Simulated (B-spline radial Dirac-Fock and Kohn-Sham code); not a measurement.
**Binding energies of Sn²⁺ in different valence configurations**

The computed values come from a radial atomic solver: ΔSCF Dirac-Fock with Breit, self-energy and vacuum polarisation, finite nucleus, configuration average. No correlation.

Reference: the tabulated ground configuration [Kr] 4d10 5s2, with 2p1/2 4184.7 eV, 2p3/2 3957.2 eV, 3s 914.9 eV, 3p1/2 787.0 eV, 4p1/2 129.1 eV, 5s 28.52 eV, Kα1 25269.7 eV, Kβ1 28482.4 eV.

Shifts from the reference in eV.

```
    configuration  average energy  2p1/2  2p3/2     3s  3p1/2  4p1/2     5s    Kα1    Kβ1
 [Kr] 4d9 5s2 5p1          +26.77  +9.49  +9.50  +9.21  +9.21  +6.92  +3.21  -0.43  -0.13
[Kr] 4d10 5s1 5p1           +6.79  +1.37  +1.37  +1.24  +1.39  +1.40  +1.98  -0.05  -0.08
```
